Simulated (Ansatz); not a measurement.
Basis-set extrapolation for C₂H₈O₂Si₂ (`O[SiH](O)/C=C\[SiH3]`) (PBE0-D4/def2-TZVP geometry, frozen core, Ansatz 0.2.0). Multiplicity 1, RHF reference.

```
                      def2-TZVPP   def2-QZVPP
                 HF  -808.194406  -808.223686
    MP2 correlation    -1.047941    -1.126919
CCSD(T) correlation    -1.141531      not run
```

Energies in hartree. Use E(X) = E(∞) + A·exp(−7.88·√X) for Hartree–Fock and E(X) = E(∞) + B·X^(−2.97) for correlation, with X = 3 and 4, and add CCSD(T) minus MP2 of the smaller set to the MP2 limit.

Problem. What is the CCSD(T) energy at the basis-set limit?

Solution. HF limit: -808.223686 + (-0.029280) × 0.13774 = -808.22772. MP2 limit: -1.126919 + (-0.078978) × 0.74074 = -1.18542. Higher-order term: -1.141531 − (-1.047941) = -0.09359. Total: -809.50673 hartree, 107.2 kcal/mol below CCSD(T)/def2-TZVPP.
